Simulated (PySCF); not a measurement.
ClGe (SMILES [Cl][Ge]), doublet, geometry from GFN2-xTB; B3LYP/def2-SVP in PySCF.

Input for PySCF:
```python
from pyscf import gto, scf, dft

mol = gto.M(
    atom='''
Ge   -0.00000000   -0.00000000   -0.74753997
Cl    0.00000000    0.00000000    1.40713406
''',
    basis='def2-svp',
    spin=1,
    verbose=4,
)

mf = dft.UKS(mol)
mf.xc = 'b3lyp'
mf.kernel()
```

It wrote (shortened):

```
PySCF version 2.14.0

[INPUT] verbose = 4
[INPUT] num. atoms = 2
[INPUT] num. electrons = 49
[INPUT] charge = 0
[INPUT] spin (= nelec alpha-beta = 2S) = 1
[INPUT] symmetry False subgroup None
[INPUT] Mole.unit = angstrom
[INPUT] Symbol           X                Y                Z      unit          X                Y                Z       unit  Magmom
[INPUT]  1 Ge     0.000000000000   0.000000000000  -0.747539970000 AA    0.000000000000   0.000000000000  -1.412645810466 Bohr   0.0
[INPUT]  2 Cl     0.000000000000   0.000000000000   1.407134060000 AA    0.000000000000   0.000000000000   2.659097993947 Bohr   0.0

nuclear repulsion = 133.603690735754
number of shells = 20
number of NR pGTOs = 110
number of NR cGTOs = 50
basis = def2-svp
ecp = {}

******** <class 'pyscf.dft.uks.UKS'> ********
method = UKS
initial guess = minao
damping factor = 0
level_shift factor = 0
DIIS = <class 'pyscf.scf.diis.CDIIS'>
diis_start_cycle = 1
diis_space = 8
diis_damp = 0
SCF conv_tol = 1e-09
SCF conv_tol_grad = None
SCF max_cycles = 50
direct_scf = True
direct_scf_tol = 1e-13
number electrons alpha = 25  beta = 24
XC library pyscf.dft.libxc version 7.1.2
    S. Lehtola, C. Steigemann, M. J. T. Oliveira, and M. A. L. Marques,  SoftwareX 7, 1–5 (2018)
XC functionals = b3lyp
    P. J. Stephens, F. J. Devlin, C. F. Chabalowski, and M. J. Frisch,  J. Phys. Chem. 98, 11623 (1994)
radial grids:
    Treutler-Ahlrichs [JCP 102, 346 (1995); DOI:10.1063/1.469408] (M4) radial grids

becke partition: Becke, JCP 88, 2547 (1988); DOI:10.1063/1.454033
pruning grids: <function nwchem_prune>
grids dens level: 3
symmetrized grids: False
atomic radii adjust function: <function treutler_atomic_radii_adjust>
small_rho_cutoff = 0
Set gradient conv threshold to 3.16228e-05
tot grids = 39520
init E= -2536.23508142592

cycle= 1 E= -2536.8145309993  delta_E= -0.579  |g|= 0.309  |ddm|= 1.09
cycle= 2 E= -2536.69540802019  delta_E= 0.119  |g|= 0.549  |ddm|= 0.868
cycle= 3 E= -2536.85464928818  delta_E= -0.159  |g|= 0.0592  |ddm|= 0.619
cycle= 4 E= -2536.8565617027  delta_E= -0.00191  |g|= 0.0148  |ddm|= 0.0842
cycle= 5 E= -2536.85667007776  delta_E= -0.000108  |g|= 0.00147  |ddm|= 0.0157
cycle= 6 E= -2536.85667261697  delta_E= -2.54e-06  |g|= 0.000402  |ddm|= 0.00388
cycle= 7 E= -2536.85667277642  delta_E= -1.59e-07  |g|= 6.05e-05  |ddm|= 0.000849
cycle= 8 E= -2536.85667278106  delta_E= -4.64e-09  |g|= 1.17e-05  |ddm|= 0.000155
cycle= 9 E= -2536.8566727813  delta_E= -2.48e-10  |g|= 3.19e-06  |ddm|= 4.17e-05
Extra cycle  E= -2536.8566727813  delta_E= 9.09e-13  |g|= 3.59e-06  |ddm|= 9.65e-06
converged SCF energy = -2536.8566727813  <S^2> = 0.75237975  2S+1 = 2.0023783
```
